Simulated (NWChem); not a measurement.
# SF anion

Computed with NWChem. Pople sets run with spherical d functions. Coordinates come from a B3LYP/def2-SVPD optimisation. Level: PBE0/6-31+G* with COSMO at NWChem's default radii, gas-phase geometry; rows give the dielectric constant. Reactions with the solvent are ignored.

| dielectric constant | electrostatic solvation energy (kcal/mol) |
|---|---|
| 1.5 | -21.9 |
| 2.0 | -33.0 |
| 3.9 | -49.3 |
| 20.7 | ? |
| 46.7 | -65.1 |

### Question
Fill in the missing entries.

### Answer

- 20.7, electrostatic solvation energy (kcal/mol): -63.3
